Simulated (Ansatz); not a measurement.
Coupled-cluster run, CH6S3Si (`[SiH3]CSSS`).

```yaml
crystal:
  periodic: [false, false, false]
  atoms:
    - {symbol: Si, position_ang: [-1.435960, 0.426619, 0.818190]}
    - {symbol: C, position_ang: [0.252493, 0.949045, 0.168738]}
    - {symbol: S, position_ang: [1.621119, -0.032040, 0.838871]}
    - {symbol: S, position_ang: [1.345920, -1.872779, 0.035306]}
    - {symbol: S, position_ang: [2.139924, -1.838182, -1.861150]}
    - {symbol: H, position_ang: [-1.457507, 0.608872, 2.291302]}
    - {symbol: H, position_ang: [-2.486410, 1.280795, 0.198913]}
    - {symbol: H, position_ang: [-1.710024, -0.992366, 0.486052]}
    - {symbol: H, position_ang: [0.313070, 0.948538, -0.922447]}
    - {symbol: H, position_ang: [0.465093, 1.972729, 0.495645]}
    - {symbol: H, position_ang: [1.017682, -1.508228, -2.528818]}
basis:
  gaussian: {orbitals: def2-TZVPP}
correlation: {method: ccsd_t}
```

```sh
$ ansatz run in.yaml --threads 4 --pin off --events-out ev --progress --plain --max-ram 10444MiB
```

Log, shortened:

```
Functional definition: HF
1607 factors; integrals over basis functions are off by at most 1.2e-3 eV
mean field evaluation 1: about -41438.4609 eV, gradient 2.6e1 eV
mean field evaluation 2: about -41438.9111 eV, gradient 2.6e1 eV
mean field evaluation 4: about -41441.4496 eV, gradient 4.2e0 eV
mean field evaluation 8: about -41441.5291 eV, gradient 2.8e-1 eV
mean field evaluation 16: about -41441.5297 eV, gradient 1.1e-6 eV
mean field -41441.52969536 eV, -1522.9481262267 hartree, gradient 1.1e-6 eV, S^2 0.000000; 0 other end points of the search recorded, 0 dependent functions left out
21 core orbitals not correlated: weight in the atoms' cores, before any rotation towards them, 1.000 or more for the frozen orbitals, at most 0.000 for the correlated occupied ones
reference -41441.52969536 eV, -1522.9481262267 hartree; 16, 16 occupied and 246, 246 virtual orbitals, 1607 factors
second order -22.62479380 eV of doubles, -0.00000000 eV of singles
cycle   1  -23.77693597 eV  change    -1.2e0 eV  update   1.2e-1
cycle   2  -24.47230367 eV  change   -7.0e-1 eV  update   3.6e-2
cycle   3  -24.60191912 eV  change   -1.3e-1 eV  update   1.9e-2
cycle   4  -24.59174104 eV  change    1.0e-2 eV  update   5.3e-3
cycle   5  -24.58990062 eV  change    1.8e-3 eV  update   3.1e-3
cycle   6  -24.58992685 eV  change   -2.6e-5 eV  update   1.2e-3
cycle   7  -24.58969038 eV  change    2.4e-4 eV  update   5.0e-4
cycle   8  -24.58982669 eV  change   -1.4e-4 eV  update   1.6e-4
cycle   9  -24.58987355 eV  change   -4.7e-5 eV  update   6.2e-5
cycle  10  -24.58983409 eV  change    3.9e-5 eV  update   2.4e-5
perturbative correction -1.18103950 eV, -0.0434024010 hartree
Total energy: -41467.30056895 eV, -1523.8951883631 hartree
```

Run time 4.4 min (4 threads of an Arm Neoverse V1 on a shared host); peak host memory 7.4 GiB.

Correlation energy per correlated electron: -0.805 eV. T1 diagnostic: 0.0139.
